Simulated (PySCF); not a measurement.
Compound: C5H7NO3S.
Geometry (GFN2-xTB, Å), atoms numbered from 1 in this order:
```
atom  x, y, z in Å
C1     2.9386    0.4316    1.0355
N2     2.2946    0.3576   -0.0480
C3     0.9300    0.1753   -0.0873
C4     0.3874   -0.1543   -1.2673
C5    -1.0308   -0.5195   -1.5302
S6    -1.9075   -0.6901    0.0493
O7    -3.2936   -0.3576   -0.1316
O8    -1.5833   -1.9557    0.6365
C9    -1.1003    0.6479    1.0067
O10    0.2581    0.3866    1.0983
H11    2.5015    0.3433    2.0284
H12    4.0059    0.5803    0.9668
H13    1.0709   -0.2170   -2.1012
H14   -1.5552    0.2223   -2.1324
H15   -1.0962   -1.4877   -2.0239
H16   -1.5092    0.6690    2.0155
H17   -1.3178    1.5799    0.4751
```

Probes without a nucleus sit at each ring's centroid and 1 Å off its mean plane on both sides; NICS is minus the shielding there, NICSzz its component along the normal. Level: GIAO PBE0/pcSseg-1 (PySCF, non-relativistic, gas phase) on the GFN2-xTB geometry, one conformer.

Ring bond lengths (Å), with Mayer bond orders in brackets: C3–C4 1.340 (1.70), C4–C5 1.488 (1.02), C5–S6 1.814 (0.86), S6–C9 1.833 (0.83), C9–O10 1.386 (0.92), O10–C3 1.379 (0.98).

Give the NICS values of each ring in ppm.

```json
{"ring": "C3–C4–C5–S6–C9–O10", "type": "6-membered ring with O and S; formal bonds 1 double, 5 single", "NICS(0)": "-0.8", "NICS(1), two faces": "-1.4 / -1.5", "NICS(1)zz, two faces": "2.9 / 1.4", "rms pucker (Å)": "0.24", "centre to ring atoms, mean (Å)": "1.49"}
```

What do they say, and how far can they be read as aromaticity?

- C3–C4–C5–S6–C9–O10: mean NICS(1)zz 2.1 ppm, near zero. C5, S6, C9 have four or more neighbours, so the value isn't read as a sign of a π ring current.

What is the mean of the two in-plane components of NICS at the first NICS(1) probe listed for ring C3–C4–C5–S6–C9–O10, 1 Å off the ring?

The isotropic value is a third of the trace: (3 × -1.4 − (2.9))/2 = -3.5 ppm.

What are the shieldings of the ring atoms and their hydrogens in the same run (means over atoms taken as equivalent)?

| atoms | environment | σ isotropic (ppm) | principal values of the symmetric part, first atom (ppm) |
| --- | --- | --- | --- |
| C3 | vinylic carbon bearing oxygen | 25.9 | -72.3, 52.8, 97.2 |
| C4 | alkene CH carbon | 80.5 | 11.6, 80.0, 149.9 |
| C5 | sp3 carbon bound to sulfur | 129.1 | 96.8, 126.1, 164.4 |
| S6 | sulfonyl sulfur | 224.7 | 51.7, 189.5, 432.9 |
| C9 | sp3 carbon bound to oxygen | 101.9 | 83.0, 92.8, 129.8 |
| O10 | cyclic ether oxygen | 217.7 | 122.3, 246.0, 284.6 |
| H13 | vinylic hydrogen | 26.11 | 22.4, 27.1, 28.8 |
| H14 (×2) | methylene hydrogen | 27.96 | 24.5, 27.0, 32.1 |
| H16 (×2) | methylene hydrogen | 26.99 | 23.4, 26.6, 30.7 |
